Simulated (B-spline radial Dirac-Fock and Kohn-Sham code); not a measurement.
## Binding energies of Zr⁶⁺ at several levels of theory

System: the Zr⁶⁺ ion, configuration [Ar] 3d10 4s2 4p4.

The density-functional columns are spherical, spin-unpolarised Dirac-Kohn-Sham results without Breit or QED terms: −ε is minus the orbital energy of the initial state and ΔSCF the difference of two total energies. The reference in the last column comes from ΔSCF Dirac-Fock with Breit, self-energy and vacuum polarisation, finite nucleus, configuration average. All numbers are from a radial atomic solver, in eV; a selection of levels is shown. The Kohn-Sham columns are given as differences from the reference. For the 1s level of heavy atoms much of the gap between ΔSCF and the reference is the Breit and QED part, -46.4 eV here; for other levels the error of the functional can be larger.

| level | PBE −ε − DF | PBE ΔSCF − DF | LDA −ε − DF | LDA ΔSCF − DF | Dirac-Fock |
| --- | --- | --- | --- | --- | --- |
| K | -194.9 | +67.6 | -220.8 | +40.9 | 18097.7 |
| L1 | -84.0 | -35.8 | -87.0 | -38.6 | 2637.5 |
| L2 | -63.1 | -4.5 | -64.0 | -5.4 | 2407.8 |
| M1 | -42.8 | -23.1 | -43.9 | -24.1 | 530.9 |
| M2 | -34.2 | -14.4 | -34.6 | -14.7 | 444.6 |
| M4 | -19.5 | +0.7 | -19.2 | +1.1 | 279.1 |
| M5 | -19.6 | +0.5 | -19.3 | +0.8 | 276.7 |
| N1 | -10.3 | -0.9 | -10.2 | -0.7 | 140.7 |
| N2,3 | -7.6 | +1.3 | -7.3 | +1.5 | 113.9 |

Values without a named source are computed, but for edge energies of neutral atoms, which are taken from tables.
